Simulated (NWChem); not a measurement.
System: GaBrF₂; SMILES [F][Ga]([F])[Br]

```xyz
4

Ga     0.0000     0.0000     0.7425
F      0.0000    -1.4719     1.6586
F      0.0000     1.4719     1.6586
Br     0.0000     0.0000    -1.4992
```
Atoms are numbered in this order, from 1.

Structure relaxed at the PBE0/def2-SVP level.

Spin-orbit effects, on the heavy nuclei and on their neighbours, are missing.

**Question.** Give the principal values of the shielding tensors (ppm) of Ga1, F2, Br4 from KT2/pcSseg-1, GIAO (NWChem), with their diamagnetic and paramagnetic parts as GIAO splits them.

**Answer.** 
| atom | σ11 | σ22 | σ33 | isotropic | diamagnetic | paramagnetic |
|---|---|---|---|---|---|---|
| Ga1 | 1244.0 | 1566.3 | 1781.0 | 1530.4 | 2644.9 | -1114.5 |
| F2 | 146.2 | 262.4 | 412.3 | 273.7 | 475.8 | -202.1 |
| Br4 | 2362.1 | 2471.7 | 2991.4 | 2608.4 | 3128.8 | -520.4 |
